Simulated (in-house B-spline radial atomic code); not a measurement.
How numerical settings move a run on the beryllium ion Be⁺, [He] 2s1. Computed with an all-electron radial atomic-structure program (B-spline basis): scalar-relativistic (X2C) BHandHLYP, spin-polarised, spherical fractional occupations, Fermi nucleus of rms radius 2.519 fm.

Command:
```bash
python run_scf.py task.json out
```
Settings of the sound reference run:
```
Z                4
electrons        3
configuration    [He] 2s1
hamiltonian      x2c
method           bhandhlyp
spin_polarised   True
nucleus          fermi
rms_radius       2.519
mass_number      9
atomic_mass      9.012183
speed_of_light   137.036
knot_spacing     0.22
spline_order     8
gauss_points     12
box_radius       35.29
max_iterations   70
damping          0.5
damped_steps     3
diis_vectors     10
tolerance        1e-08
start            Thomas-Fermi
```

Time taken, with all properties: 0.23 s on 1 thread of AMD EPYC 7R43 64-Core Processor, with other jobs on the host.

It converges in 8 iterations to -14.337257 hartree, with 2s up at -16.3161 eV. The other runs change the listed settings, some to values that make no sense; their results aren't properties of the atom or ion. Radii are in bohr (the nuclear one in fm), a minus after a letter asks for a j subshell, and «unchanged» means within 1e-8 hartree. The run stops when the residual is below 10 × tolerance × max(1, Z/10), or a noise floor if that is larger, and the energy moves by less than 1e-8 × √|E| hartree; so very loose and very tight tolerances often act alike.

```tsv
changed settings	outcome
gauss_points = 16	converged in 8 iterations, energy -4.56e-08 hartree from the reference, 2s up level -4.1e-07 eV
gauss_points = 8	converged in 8 iterations, energy -2.70e-08 hartree from the reference, 2s up level -3.0e-07 eV
electrons = 5, configuration = [He] 2s3, max_iterations = 50	stopped with error: shell 2s holds at most 1 electrons (per spin)
spline_order = 7, max_iterations = 75, diis_vectors = 20	converged in 8 iterations, energy -1.40e-07 hartree from the reference, 2s up level -1.8e-05 eV
diis_vectors = 2	converged in 8 iterations, energy unchanged, 2s up level -1.6e-06 eV
damping = 0	converged in 7 iterations, energy unchanged
gauss_points = 4, box_radius = 10.59, max_iterations = 3, damping = 0.8	not converged after 3 iterations, last residual 6.5e-03, last energy +7.33e-04 hartree from the reference
diis_vectors = 1	converged in 9 iterations, energy unchanged, 2s up level -2.1e-06 eV
electrons = 6, configuration = [He] 2s1 3s3, max_iterations = 50	stopped with error: shell 3s holds at most 1 electrons (per spin)
damping = 0.8	converged in 8 iterations, energy unchanged, 2s up level -6.2e-07 eV
diis_vectors = 20	converged in 8 iterations, energy unchanged
damping = 0.2	converged in 8 iterations, energy unchanged, 2s up level +2.7e-07 eV
hamiltonian = dirac, method = hf, spin_polarised = False, speed_of_light = 4.398856	converged in 7 iterations to -19.4092 hartree, a different physical problem
spline_order = 3, max_iterations = 50, damping = 0, damped_steps = 30, diis_vectors = 0	converged in 8 iterations, energy +2.12e-04 hartree from the reference, 2s up level +6.9e-04 eV
```

(1) What happens with gauss_points = 6?

(2) What happens with box_radius = 3.53, max_iterations = 100, start = bare nucleus?

(3) What happens with gauss_points = 4?

(4) What happens with damping = 0.95?

Results:

(1) Converged in 8 iterations, energy +3.86e-08 hartree from the reference, 2s up level +3.2e-07 eV.

(2) Converged in 8 iterations, energy +1.15e-01 hartree from the reference, 2s up level +3.6e+00 eV (the program warns: 2s up reaches the box edge; 1s up reaches the box edge).

(3) Converged in 8 iterations, energy unchanged, 2s up level -1.8e-06 eV.

(4) Converged in 8 iterations, energy unchanged, 2s up level -1.1e-06 eV.
